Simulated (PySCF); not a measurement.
**Electric field gradients and quadrupole coupling constants**

Compound: para-tolunitrile, C8H7N.
Geometry (PBE0-D3(BJ)/def2-SVP, Å), atoms numbered from 1 in this order:
```
atom  x, y, z in Å
C1     2.4921    0.2757   -0.3594
C2     1.0002    0.2508   -0.2147
C3     0.2548   -0.8475   -0.6636
C4    -1.1243   -0.8947   -0.5068
C5    -1.7942    0.1724    0.1091
C6    -3.2158    0.1304    0.2707
N7    -4.3676    0.0951    0.4014
C8    -1.0617    1.2801    0.5601
C9     0.3170    1.3111    0.3954
H10    2.8228   -0.3003   -1.2354
H11    2.8717    1.3028   -0.4572
H12    2.9758   -0.1690    0.5265
H13    0.7672   -1.6825   -1.1484
H14   -1.6933   -1.7556   -0.8624
H15   -1.5819    2.1135    1.0358
H16    0.8785    2.1807    0.7468
```

Field gradients from the PBE0/pcSseg-1 density (PySCF, non-relativistic), principal values in atomic units, ordered |Vxx| ≤ |Vyy| ≤ |Vzz|:

```csv
atom,Vxx,Vyy,Vzz
N7,0.4082,0.5230,-0.9312
```

Q: Find the asymmetry η = (Vxx − Vyy)/Vzz and the couplings χ = eQV/h (234.96 MHz × Q in barn × V in au), with Q(14N) = 0.02044 b.

A: 
```json
{"atom": "N7", "environment": "nitrile nitrogen", "nucleus": "14N", "η": "0.12", "χzz (MHz)": "-4.472", "χxx (MHz)": "1.960", "χyy (MHz)": "2.512"}
```

The tensor is traceless: Vxx + Vyy + Vzz = 0.

Q: What is Vzz at N7 in SI units (1 au = 9.71736 × 10²¹ V/m²)?

A: -0.9312 au = -9.049 × 10²¹ V/m².

Were the hydrogens deuterons (Q(2H) = 0.00286 b), χzz would run from 193 kHz (H12) to 202 kHz (H13, H16, H15 and H14).

Isolated species at its PBE0-D3(BJ)/def2-SVP geometry, gas phase. The basis is small and wasn't made for field gradients, so the couplings can be 20 % off.

The run behind these numbers computed NMR shieldings as well. Hardware: one thread, Arm Neoverse V2, on a shared host. Cost: 21 s.
